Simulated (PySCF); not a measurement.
# Dipole moment and polarisability of MnO3F

MnO3F (singlet state).
Cartesian coordinates in Å at the PBE0-D3(BJ)/def2-SVP level; atoms count from 1:
```
atom  x, y, z in Å
Mn1    0.0211    0.0398    0.0150
O2    -0.0533    0.1412    1.5430
O3     1.4789   -0.0004   -0.4551
O4    -0.7140    1.2153   -0.6365
F5    -0.7326   -1.3959   -0.4664
```

Level: CAM-B3LYP/def2-SVPD (PySCF), static field, nuclei fixed, core orbitals frozen in the response. The polarisability tensor in these axes (au):

```
x   41.84 -2.53 -0.90
y   -2.53 38.38 -1.60
z   -0.90 -1.60 42.76
```

**Question.** What are the eigenvalues, a third of the trace, and Δα (Δα² = ½Σ(αi − αj)² over the three pairs)?

**Answer.** Principal values 36.51, 43.16 and 43.31 au; mean 40.99 au = 6.07 Å³ = 6.76 × 10⁻⁴⁰ C²·m²/J; Δα = 6.73 au (16 % of the mean).

**Question.** What is the dipole moment, and where does it point?

**Answer.** (0.22, 0.42, 0.14) D, 0.50 D in size, pointing from the negative to the positive side. Measured along this direction, the outermost atoms are F5 at the negative end and O4, O3 and O2 at the positive end.

**Question.** What molar refraction does this α imply?

**Answer.** Lorentz–Lorenz: R = (4π/3)N_A α = 2.5225 cm³/(mol·Å³) × 6.07 Å³ = 15.3 cm³/mol, in the limit of long wavelengths.

**Question.** Refractivity n − 1 of an ideal gas of it at 273.15 K and 1 atm, from the electronic α?

**Answer.** N = p/kT = 2.6868 × 10¹⁹ cm⁻³, so n − 1 = 2π × N × 6.07 × 10⁻²⁴ cm³ = 1026 × 10⁻⁶ at long wavelengths.

**Question.** Orientational against electronic polarisability at 350 K (dilute gas, rigid molecules)?

**Answer.** In Gaussian units μ²/3kT = 1.71 Å³ against 6.07 Å³, a ratio of 0.28; the Debye molar polarisation (4π/3)N_A(α + μ²/3kT) is 19.6 cm³/mol, leaving out the vibrational part.

**Question.** What are the principal values of the traceless quadrupole moment, Θ = ½Σq(3rr − r²1), about the centre of nuclear charge?

**Answer.** -0.75, 0.35, 0.40 D·Å. The values depend on the origin, since the dipole doesn't vanish. The electronic extent ⟨r²⟩ about the same centre is 375 bohr², a root-mean-square distance of 1.34 Å for the 58 electrons.

**Question.** Find the Langevin capture rate constant for H3+ (3.023 u) meeting this molecule (121.921 u), k = 2.342 × 10⁻⁹ cm³/s × √(α in Å³ / reduced mass in u).

**Answer.** The reduced mass is 2.95 u, so k = 3.36 × 10⁻⁹ cm³/s. The formula leaves out the permanent dipole, which adds to the capture rate.

Geometry: PBE0-D3(BJ)/def2-SVP; no solvent, vibrations or thermal averaging.
